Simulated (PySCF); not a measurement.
# Br⁻ (bromine, charge -1) across methods

[Kr], closed-shell 1S. All numbers are calculated (PySCF 2.14, the spin-free X2C one-electron Hamiltonian (Gaussian nucleus), in aug-cc-pVTZ-DK (7s6p4d2f, 59 functions)). The B2PLYP total includes its PT2 part (frozen core); its orbital energies are those of the SCF part.

```csv
method,E (hartree),mean ε 3d (eV),mean ε 4s (eV),mean ε 4p (eV),Σ⟨r²⟩ (bohr²),⟨S²⟩
r2SCAN,-2606.319,-59.187,-12.227,-0.102,53.40,0.000
PBE,-2605.992,-58.116,-11.590,0.127,54.60,0.000
UHF,-2604.49880,-76.644,-19.382,-3.744,53.02,0.000
PBE0,-2606.048,-62.909,-13.720,-0.998,53.52,0.000
M06,-2606.339,-63.167,-13.667,-0.897,53.34,0.000
LDA,-2602.615,-58.398,-11.780,-0.013,54.46,0.000
B2PLYP,-2605.904,-68.033,-15.877,-1.998,53.58,0.000
BHandHLYP,-2606.318,-67.672,-15.815,-2.036,53.36,0.000
```

Question: Estimate the same row for wB97X.

Answer: E (hartree) = -2606.406; mean ε 3d (eV) = -64.818; mean ε 4s (eV) = -16.589; mean ε 4p (eV) = -3.316; Σ⟨r²⟩ (bohr²) = 53.54; ⟨S²⟩ = 0.000.

The highest occupied level is positive at PBE: only the finite basis holds that electron, which in a density functional comes from self-interaction.
